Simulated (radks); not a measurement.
Results of a calculation; reference values are marked as such.
The iron ion Fe+ inside a hard spherical wall (all orbitals vanish at R), configuration held at [Ar] 3d6 4s1 and not refilled when levels cross. Level of theory: non-relativistic Kohn-Sham, LDA (Slater exchange, Perdew-Wang correlation), spin-polarised, spherical densities, point nucleus; open shells are filled with parallel spins first (a radial shooting solver on a logarithmic mesh with Libxc functionals). Eigenvalues in eV for spin up, with the zero of energy where the potential of the charges vanishes at infinity; a dash marks a level that is unbound or too diffuse for the functional's potential to be trusted. A positive occupied level is held by the wall or, in an anion where self-interaction has pushed it up, behind a barrier. The pressure on the wall is -dE/dV.

R (bohr)	E (hartree)	kinetic (hartree)	e(3s)	e(3p)	e(3d)	e(4s)	e(4p, empty)	e(5s, empty)	pressure (GPa)
free	-1260.91708	1259.425	-101.41	-69.467	-17.807	-13.110	-7.999	-3.342	0
15	-1260.91708	1259.425	-101.41	-69.467	-17.807	-13.110	-7.999	-3.320	< 0.0001
12	-1260.91708	1259.425	-101.41	-69.467	-17.807	-13.110	-7.999	-3.184	< 0.0001
10	-1260.91707	1259.426	-101.40	-69.467	-17.806	-13.110	-7.994	-2.790	0.000340
8	-1260.91683	1259.429	-101.39	-69.451	-17.791	-13.094	-7.931	-1.401	0.0154
7	-1260.91578	1259.439	-101.34	-69.402	-17.745	-13.038	-7.774	0.387	0.1000
6	-1260.91077	1259.477	-101.17	-69.234	-17.585	-12.817	-7.293	4.036	0.635
5	-1260.88802	1259.615	-100.64	-68.711	-17.089	-12.004	-5.866	11.919	4.12
4	-1260.78385	1260.112	-99.047	-67.142	-15.571	-9.006	-1.482	30.626	30.2
3	-1260.24161	1262.251	-93.993	-62.193	-10.440	3.334	14.048	83.148	305
2.5	-1259.22567	1265.980	-87.712	-55.951	-3.442	22.588	36.179	147.21	1240
